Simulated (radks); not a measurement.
Problem. Neutral phosphorus, [Ne] 3s2 3p3. Calculated with a radial shooting solver on a logarithmic mesh with Libxc functionals: non-relativistic Kohn-Sham, PBE, spin-polarised, spherical densities, point nucleus. Every spin shell is full or empty, so the densities are truly spherical. Functionals are evaluated on that one density, not self-consistently. Rank these orbital-free kinetic functionals by their error against the exact value of the orbitals, and give that value: Thomas-Fermi, TF + vW, TF + vW/9, TF + vW/5, APBEK, revAPBEK, Perdew 92, Thakkar, Pearson, LKT, DePristo-Kress, Ernzerhof.

Solution. Exact: 340.654 hartree. From best to worst, with 100 (|E| - |E exact|)/|E exact| (equal figures are ties): Thakkar 0.00, DePristo-Kress +0.08, Ernzerhof +0.16, APBEK +0.33, Perdew 92 -0.48, TF + vW/9 -0.49, revAPBEK +0.70, Pearson -1.59, TF + vW/5 +5.02, Thomas-Fermi -7.37, LKT +31.39, TF + vW +54.55.
